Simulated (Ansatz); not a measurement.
Isolated molecules relaxed with PBE0-D4/def2-TZVP in Ansatz; ΔE leaves out vibrations. CCSD(T)/CBS adds triple-zeta CCSD(T) − MP2 to the extrapolated MP2 energy (def2 sets, frozen cores). This one scheme is used for every species, atoms too. DFT in def2-TZVPP. B3LYP here is the variant with VWN-RPA as its local correlation; programs differ in this. HSE06 is defined as in plane-wave codes. No spin–orbit coupling; open shells (•) take unrestricted orbitals. Spin–orbit coupling would lower the free atoms: a little for C, Si; clearly for Se. For Se outer-core shells are correlated without core-valence functions, so the limit isn't a true one: a few kJ/mol of doubt a bond, and 10 to 20 or more in all where bonds break to atoms. Scalar relativity is left out up to krypton.

Consider the atomization: `C[Se][SiH2]`• → C• + 5 H• + Se• + Si•.

```
             level  ΔE (kJ/mol)  difference from CCSD(T)/CBS
       LDA (SPW92)       2790.5                        321.4
           BLYP-D4       2456.4                        -12.7
           PBE0-D4       2468.5                         -0.6
          B3LYP-D4       2470.0                          0.9
        r2SCANh-D4       2474.2                          5.1
          HSE06-D4       2469.6                          0.5
          BHLYP-D4       2418.8                        -50.3
           ωB97M-V       2455.7                        -13.4
               PBE       2478.2                          9.1
            revPBE       2402.6                        -66.5
              PBE0       2454.1                        -15.0
           r2SCANh       2470.0                          0.9
       HF/def2-SVP       1816.4                       -652.7
  CCSD(T)/def2-SVP       2303.8                       -165.3
     HF/def2-TZVPP       1821.2                       -647.9
CCSD(T)/def2-TZVPP       2404.0                        -65.1
       CCSD(T)/CBS       2469.1                            0
```

Largest T1 diagnostic among the species: 0.014.

At CCSD(T), def2-SVP lies −165.2 kJ/mol from the extrapolated value and def2-TZVPP −65.1 kJ/mol: correlation converges slowly with the basis, and small sets miss more of it in the bonded molecule than in its fragments. The D4 term adds +28.0 kJ/mol with B3LYP and +14.4 kJ/mol with PBE0; it sums over pairs of atoms, weighted by their polarisabilities, and B3LYP, whose exchange is more repulsive, gets the larger term.

For atomizations the MP2-based limit and the directly extrapolated one differ by several kJ/mol either way, and by 10 to 25 for some Ge, Se and Sn compounds, so smaller differences from it don't rank the levels.
